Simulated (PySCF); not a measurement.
# From computed data to an observable: chemical shift, span and skew from a shielding tensor

B(vinyl)(OH)2 (C2H5BO2), SMILES C=CB(O)O. Atoms are numbered in the order given.

```xyz
10

B     -0.0144    -0.5080     0.0000
C     -0.6597     0.9199     0.0000
C      0.0681     2.0462     0.0000
H     -1.7547     1.0209     0.0000
H     -0.3864     3.0431     0.0000
H      1.1625     2.0049     0.0000
O      1.3433    -0.6242     0.0000
H      1.6233    -1.5489     0.0000
O     -0.7576    -1.6601     0.0000
H     -1.7084    -1.5022     0.0000
```
Charge 0, spin multiplicity 1.

The structure is a stationary point at B3LYP-D3(BJ)/def2-SVP. The values are those of a single conformer.

GIAO shieldings from PySCF with PBE/pcSseg-1, non-relativistic, no solvent. The symmetric part of the tensor of C2 has the principal values -68.3, 39.3, 159.2 ppm. The same nucleus in TMS has σ = 182.0 ppm at this level (PySCF, at its B3LYP-D3(BJ)/def2-TZVP geometry).

### Question
Work out the isotropic shielding, the ¹³C shift against TMS, the span and the skew.

### Answer

σ(iso) = (σ11 + σ22 + σ33)/3 = 43.4 ppm. δ = σ(ref) − σ(iso) = 182.0 − (43.4) = 138.6 ppm.
Span Ω = σ33 − σ11 = 227.5 ppm. Skew κ = 3(σ(iso) − σ22)/Ω = 0.05. Tumbling in solution averages the tensor to δ; in a static solid the shielding alone would spread this spin-1/2 line over Ω.
